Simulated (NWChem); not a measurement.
Everything below was run with NWChem. System: I$_{3}$Sn, charge 1, spin multiplicity 1, displaced from the optimised geometry. The structure started from a generated list of species. Level: B3LYP/def2-SVP with def2 effective core potentials on Sn, I, VWN1-RPA local correlation.

Input file:

```
start mol
memory heap 200 mb stack 800 mb global 1000 mb
charge 1
geometry units angstroms nocenter noautoz
  Sn     0.000000     0.000000    -0.000005
  I      0.000000     0.000000     2.658847
  I     -2.302641     0.000000    -1.329421
  I      2.302641     0.000000    -1.329421
  symmetry group C2v
end
basis spherical
  * library def2-svp
end
ecp
  Sn library def2-ecp
  I library def2-ecp
end
dft
  xc b3lyp
  semidirect memsize 60000000 filesize 0
  iterations 100
  grid xfine
end
task dft gradient
```

Output (cleaned and shortened):

```
             Northwest Computational Chemistry Package (NWChem) 7.3.0
             --------------------------------------------------------

                                NWChem Input Module
                                -------------------

 Scaling coordinates for geometry "geometry" by  1.889725989
 (inverse scale =  0.529177249)

 Turning off AUTOSYM since
 SYMMETRY directive was detected!

                             Geometry "geometry" -> ""
                             -------------------------

 Output coordinates in angstroms (scale by  1.889725989 to convert to a.u.)

  No.       Tag          Charge          X              Y              Z
 ---- ---------------- ---------- -------------- -------------- --------------
    1 Sn                  50.0000     0.00000000     0.00000000    -0.00000500
    2 I                   53.0000     0.00000000     0.00000000     2.65884700
    3 I                   53.0000    -2.30264100     0.00000000    -1.32942100
    4 I                   53.0000     2.30264100     0.00000000    -1.32942100

 Effective nuclear repulsion energy (a.u.)    2550.5664591087

            Nuclear Dipole moment (a.u.)
            ----------------------------
        X                 Y               Z
 ---------------- ---------------- ----------------
     0.0000000000     0.0000000000     0.0000283459

      Symmetry information
      --------------------

 Group name             C2v
 Group number             16
 Group order               4
 No. of unique centers     3

      Symmetry unique atoms

     1    2    3


 Summary of "ao basis" -> "" (spherical)
 ------------------------------------------------------------------------------
       Tag                 Description            Shells   Functions and Types
 ---------------- ------------------------------  ------  ---------------------
 *                          def2-svp                  on all atoms

                                 NWChem DFT Module
                                 -----------------

 Summary of "ao basis" -> "ao basis" (spherical)
 ------------------------------------------------------------------------------
       Tag                 Description            Shells   Functions and Types
 ---------------- ------------------------------  ------  ---------------------
 Sn                         def2-svp                10       26   4s4p2d
 I                          def2-svp                10       26   4s4p2d

 Summary of "ao basis" -> "ao basis" (spherical)
 ------------------------------------------------------------------------------
       Tag                 Description            Shells   Functions and Types
 ---------------- ------------------------------  ------  ---------------------
 Sn                         def2-svp                10       26   4s4p2d
 I                          def2-svp                10       26   4s4p2d

      Symmetry analysis of basis
      --------------------------

        a1         42
        a2         12
        b1         30
        b2         20

            General Information
            -------------------
          SCF calculation type: DFT
          Wavefunction type:  closed shell.
          No. of atoms     :     4
          No. of electrons :    96
           Alpha electrons :    48
            Beta electrons :    48
          Charge           :     1
          Spin multiplicity:     1
          Use of symmetry is: on ; symmetry adaption is: on
          Maximum number of iterations: 100
          AO basis - number of functions:   104
                     number of shells:    40
          Convergence on energy requested:  1.00D-06
          Convergence on density requested:  1.00D-05
          Convergence on gradient requested:  5.00D-04

              XC Information
              --------------
                         B3LYP Method XC Potential
                     Hartree-Fock (Exact) Exchange  0.200
                        Slater Exchange Functional  0.800 local
                    Becke 1988 Exchange Functional  0.720 non-local
              Lee-Yang-Parr Correlation Functional  0.810
                  VWN I RPA Correlation Functional  0.190 local

             Grid Information
             ----------------
          Grid used for XC integration:  xfine
          Radial quadrature: Mura-Knowles
          Angular quadrature: Lebedev.
          Tag              B.-S. Rad. Rad. Pts. Rad. Cut. Ang. Pts.
          ---              ---------- --------- --------- ---------
          Sn                  1.45      205          10.0      1454
          I                   1.40      205          13.0      1454
          Grid pruning is: on
          Number of quadrature shells:   615
          Spatial weights used:  Erf1

          Convergence Information
          -----------------------
          Convergence aids based upon iterative change in
          total energy or number of iterations.
          Levelshifting, if invoked, occurs when the
          HOMO/LUMO gap drops below (HL_TOL):  1.00D-02
          DIIS, if invoked, will attempt to extrapolate
          using up to (NFOCK): 10 stored Fock matrices.

                    Damping( 0%)  Levelshifting(0.5)       DIIS
                  --------------- ------------------- ---------------
          dE  on:    start            ASAP                start
          dE off:    2 iters        100 iters           100 iters

      Screening Tolerance Information
      -------------------------------
          Density screening/tol_rho:  1.00D-10
          AO Gaussian exp screening on grid/accAOfunc:  14
[...]
 d= 0,ls=0.0,diis     7  -1107.5913518736 -6.88D-07  1.98D-05  2.75D-07     8.5
 Grid integrated density:      96.000002815714
 Requested integration accuracy:   0.10E-07
 d= 0,ls=0.0,diis     8  -1107.5913517391  1.35D-07  1.28D-05  8.62D-07     9.3
 Grid integrated density:      96.000002815628
 Requested integration accuracy:   0.10E-07
 d= 0,ls=0.0,diis     9  -1107.5913519364 -1.97D-07  3.22D-07  4.15D-10    10.1

         Total DFT energy =    -1107.591351936442
      One electron energy =    -2997.828938591750
           Coulomb energy =     1431.287305554511
    Exchange-Corr. energy =      -84.890841315680
 Nuclear repulsion energy =      543.841122416477

 Numeric. integr. density =       96.000002815628

     Total iterative time =      9.1s

                  Occupations of the irreducible representations
                  ----------------------------------------------

                     irrep           alpha         beta
                     --------     --------     --------
                     a1               19.0         19.0
                     a2                6.0          6.0
                     b1               14.0         14.0
                     b2                9.0          9.0

                       DFT Final Molecular Orbital Analysis
                       ------------------------------------

 Vector   46  Occ=2.000000D+00  E=-4.560402D-01  Symmetry=a2
              MO Center=  7.1D-09, -2.0D-16, -1.3D+00, r^2= 7.0D+00
   Bfn.  Coefficient  Atom+Function         Bfn.  Coefficient  Atom+Function
  ----- ------------  ---------------      ----- ------------  ---------------
    64      0.452160  3 I  py                90     -0.452160  4 I  py
    67      0.366417  3 I  py                93     -0.366417  4 I  py
    61     -0.179531  3 I  py                87      0.179531  4 I  py
    58     -0.145424  3 I  py                84      0.145424  4 I  py
    17      0.060497  1 Sn d -2              22     -0.059421  1 Sn d -2

 Vector   47  Occ=2.000000D+00  E=-4.560400D-01  Symmetry=b2
              MO Center= -7.1D-09,  4.9D-15,  1.3D+00, r^2= 7.0D+00
   Bfn.  Coefficient  Atom+Function         Bfn.  Coefficient  Atom+Function
  ----- ------------  ---------------      ----- ------------  ---------------
    38      0.522110  2 I  py                41      0.423102  2 I  py
    64     -0.261054  3 I  py                90     -0.261054  4 I  py
    67     -0.211551  3 I  py                93     -0.211551  4 I  py
    35     -0.207305  2 I  py                32     -0.167922  2 I  py
    61      0.103652  3 I  py                87      0.103652  4 I  py

 Vector   48  Occ=2.000000D+00  E=-4.473262D-01  Symmetry=b1
              MO Center= -1.2D-13, -2.3D-16,  5.3D-05, r^2= 8.9D+00
   Bfn.  Coefficient  Atom+Function         Bfn.  Coefficient  Atom+Function
  ----- ------------  ---------------      ----- ------------  ---------------
    37      0.379636  2 I  px                65      0.328767  3 I  pz
    91     -0.328767  4 I  pz                40      0.306727  2 I  px
    68      0.265628  3 I  pz                94     -0.265628  4 I  pz
    63     -0.189808  3 I  px                89     -0.189808  4 I  px
    66     -0.153356  3 I  px                92     -0.153356  4 I  px

 Vector   49  Occ=0.000000D+00  E=-3.362190D-01  Symmetry=a1
              MO Center= -5.0D-15, -2.0D-15, -1.1D-05, r^2= 8.0D+00
   Bfn.  Coefficient  Atom+Function         Bfn.  Coefficient  Atom+Function
  ----- ------------  ---------------      ----- ------------  ---------------
     3      0.657483  1 Sn s                  4      0.446893  1 Sn s
    42      0.369063  2 I  pz                39      0.355529  2 I  pz
    66     -0.319622  3 I  px                92      0.319622  4 I  px
    63     -0.307901  3 I  px                89      0.307901  4 I  px
     2     -0.231301  1 Sn s                  1     -0.186027  1 Sn s

 Vector   50  Occ=0.000000D+00  E=-2.991662D-01  Symmetry=b2
              MO Center=  1.5D-14,  1.2D-15, -3.2D-06, r^2= 4.9D+00
   Bfn.  Coefficient  Atom+Function         Bfn.  Coefficient  Atom+Function
  ----- ------------  ---------------      ----- ------------  ---------------
    12      0.627445  1 Sn py                15      0.484637  1 Sn py
    41     -0.229786  2 I  py                67     -0.229785  3 I  py
    93     -0.229785  4 I  py                38     -0.206226  2 I  py
    64     -0.206225  3 I  py                90     -0.206225  4 I  py
     9     -0.179543  1 Sn py                 6     -0.167079  1 Sn py

 Vector   51  Occ=0.000000D+00  E=-1.950417D-01  Symmetry=a1
              MO Center=  2.1D-11, -9.1D-16,  6.6D-02, r^2= 6.5D+00
   Bfn.  Coefficient  Atom+Function         Bfn.  Coefficient  Atom+Function
  ----- ------------  ---------------      ----- ------------  ---------------
    16      0.903033  1 Sn pz                13      0.623118  1 Sn pz
    42      0.546583  2 I  pz                30     -0.412269  2 I  s
    66      0.347254  3 I  px                92     -0.347254  4 I  px
    39      0.249920  2 I  pz                29     -0.205437  2 I  s
    56      0.206129  3 I  s                 82      0.206129  4 I  s

 center of mass
 --------------
 x =   0.00000000 y =   0.00000000 z =   0.00000017

 moments of inertia (a.u.)
 ------------------
        4805.494354864486           0.000000000000           0.000000000000
           0.000000000000        9611.044626243325           0.000000000000
           0.000000000000           0.000000000000        4805.550271378838

     Multipole analysis of the density
     ---------------------------------

     L   x y z        total         alpha         beta         nuclear
     -   - - -        -----         -----         ----         -------
     0   0 0 0      1.000000    -48.000000    -48.000000     97.000000

     1   1 0 0     -0.000000     -0.000000     -0.000000      0.000000
     1   0 1 0     -0.000000     -0.000000     -0.000000      0.000000
     1   0 0 1     -0.000008     -0.000018     -0.000018      0.000028

     2   2 0 0    -61.596312   -504.156620   -504.156620    946.716927
     2   1 1 0      0.000000      0.000000      0.000000      0.000000
     2   1 0 1     -0.000000     -0.000000     -0.000000      0.000000
     2   0 2 0    -73.242190    -36.621095    -36.621095      0.000000
     2   0 1 1     -0.000000     -0.000000     -0.000000      0.000000
     2   0 0 2    -61.596573   -504.151242   -504.151242    946.705912

            General Information
            -------------------
          SCF calculation type: DFT
          Wavefunction type:  closed shell.
          No. of atoms     :     4
          No. of electrons :    96
           Alpha electrons :    48
            Beta electrons :    48
          Charge           :     1
          Spin multiplicity:     1
          Use of symmetry is: on ; symmetry adaption is: on
          Maximum number of iterations: 100
          AO basis - number of functions:   104
                     number of shells:    40
          Convergence on energy requested:  1.00D-06
          Convergence on density requested:  1.00D-05
          Convergence on gradient requested:  5.00D-04

              XC Information
              --------------
                         B3LYP Method XC Potential
                     Hartree-Fock (Exact) Exchange  0.200
                        Slater Exchange Functional  0.800 local
                    Becke 1988 Exchange Functional  0.720 non-local
              Lee-Yang-Parr Correlation Functional  0.810
                  VWN I RPA Correlation Functional  0.190 local

             Grid Information
             ----------------
          Grid used for XC integration:  xfine
          Radial quadrature: Mura-Knowles
          Angular quadrature: Lebedev.
          Tag              B.-S. Rad. Rad. Pts. Rad. Cut. Ang. Pts.
          ---              ---------- --------- --------- ---------
          Sn                  1.45      205          10.0      1454
          I                   1.40      205          13.0      1454
          Grid pruning is: on
          Number of quadrature shells:   615
          Spatial weights used:  Erf1

          Convergence Information
          -----------------------
          Convergence aids based upon iterative change in
          total energy or number of iterations.
          Levelshifting, if invoked, occurs when the
          HOMO/LUMO gap drops below (HL_TOL):  1.00D-02
          DIIS, if invoked, will attempt to extrapolate
          using up to (NFOCK): 10 stored Fock matrices.

                    Damping( 0%)  Levelshifting(0.5)       DIIS
                  --------------- ------------------- ---------------
          dE  on:    start            ASAP                start
          dE off:    2 iters        100 iters           100 iters

      Screening Tolerance Information
      -------------------------------
          Density screening/tol_rho:  1.00D-10
          AO Gaussian exp screening on grid/accAOfunc:  14
          CD Gaussian exp screening on grid/accCDfunc:  20
          XC Gaussian exp screening on grid/accXCfunc:  20
          Schwarz screening/accCoul:  1.00D-08

                            NWChem DFT Gradient Module
                            --------------------------

  charge          =   1.00
  wavefunction    = closed shell

  Using symmetry

                         DFT ENERGY GRADIENTS

    atom               coordinates                        gradient
                 x          y          z           x          y          z
   1 Sn      0.000000   0.000000  -0.000009    0.000000   0.000000  -0.000000
   2 I       0.000000   0.000000   5.024492    0.000000   0.000000   0.003526
   3 I      -4.351361   0.000000  -2.512241   -0.003054   0.000000  -0.001763
   4 I       4.351361   0.000000  -2.512241    0.003054   0.000000  -0.001763

                 ----------------------------------------
                 |  Time  |  1-e(secs)   |  2-e(secs)   |
                 ----------------------------------------
                 |  CPU   |       0.13   |       3.59   |
                 ----------------------------------------
                 |  WALL  |       0.13   |       3.59   |
                 ----------------------------------------

 Task  times  cpu:       15.0s     wall:       15.0s

 Total times  cpu:       15.0s     wall:       15.0s
```
